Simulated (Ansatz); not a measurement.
H3S (SMILES [SH3+]), charge +1, singlet, at a GFN2-xTB geometry; R2SCAN/6-311G** in Ansatz (a quantum-chemistry and plane-wave program).

Input for Ansatz:
Ansatz 0.2 input:
```yaml
crystal:
  periodic: [false, false, false]
  atoms:
    - {symbol: S, position_ang: [0.10558214, -0.00190789, 0.04613646]}
    - {symbol: H, position_ang: [-0.31822157, 0.99705449, -0.76565970]}
    - {symbol: H, position_ang: [-0.35082551, -0.98045104, -0.77282250]}
    - {symbol: H, position_ang: [-1.02026722, 0.01392277, 0.80029891]}
basis:
  gaussian:
    orbitals: 6-311G__.json
hamiltonian:
  xc: r2scan
total_charge: 1
```
The basis file holds 6-311G** in the JSON format of the Basis Set Exchange.

What the program printed (banner, timings and long lists left out):

```
Functional definition: r2SCAN
363 factors; their error is unknown
mean field evaluation 1: about -10873.0637 eV, gradient 2.9e1 eV
mean field evaluation 2: about -10873.4309 eV, gradient 2.8e1 eV
mean field evaluation 4: about -10874.9496 eV, gradient 5.9e-1 eV
mean field evaluation 8: about -10874.9372 eV, gradient 2.3e-3 eV
mean field -10874.93717738 eV, -399.6465699714 hartree, gradient 3.7e-5 eV, S^2 0.000000; 0 other end points of the search recorded, 0 dependent functions left out
reference -10874.93718697 eV, -399.6465703238 hartree; 9, 9 occupied and 36, 36 virtual orbitals, 363 factors
Total energy: -10874.93718697 eV, -399.6465703238 hartree
```
